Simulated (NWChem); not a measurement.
Molecule: C3H4F2Si; SMILES C(C([SiH3])(F)F)#C

Computed with NWChem. Pople sets run with spherical d functions. Geometry: optimised at PBE-D3(BJ)/def2-SVP. Level: PBE0/6-31G* with SMD (1 M gas to 1 M solution), gas-phase geometry. Reactions with the solvent are ignored.

```csv
solvent,dielectric constant,solvation free energy (kcal/mol),cavity-dispersion-structure term (kcal/mol),dipole in solution (D)
water,78.4,1.9,5.9,2.74
diethyl ether,4.24,?,0.7,?
dimethyl sulfoxide,46.8,-0.5,3.4,2.73
1-propanol,20.5,-1.8,2.0,2.71
"N,N-dimethylformamide",37.2,-1.4,2.5,2.73
toluene,2.37,-1.5,0.7,2.46
```

Question: Fill in the missing entries.

Answer: 
- diethyl ether, solvation free energy (kcal/mol): -2.3
- diethyl ether, dipole in solution (D): 2.58
